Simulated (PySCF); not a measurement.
CH5InO, SMILES [O](C)[InH2]. Coordinates come from a B3LYP-D3(BJ)/def2-SVP optimisation. The def2 effective core potentials stand for the cores of In; spin–orbit coupling is left out.

Computed equilibrium geometry at B3LYP-D3(BJ)/def2-SVP (PySCF confirms it by a frequency run) as bond lengths and angles, and its point group:
point group Cs.
Atoms: In1 H2 H3 O4 C5 H6 H7 H8. Bonded distances (Å): In1–H2 1.716, In1–H3 1.728, In1–O4 2.015, O4–C5 1.398, C5–H6 1.111, C5–H7 1.109, C5–H8 1.109. Angles (°): H2–In1–H3 136.3, H2–In1–O4 110.6, H3–In1–O4 113.1, In1–O4–C5 125.6, O4–C5–H6 114.2, O4–C5–H7 110.9, O4–C5–H8 110.9, H6–C5–H7 106.8, H6–C5–H8 106.8, H7–C5–H8 106.8.
Charge 0, spin multiplicity 1.
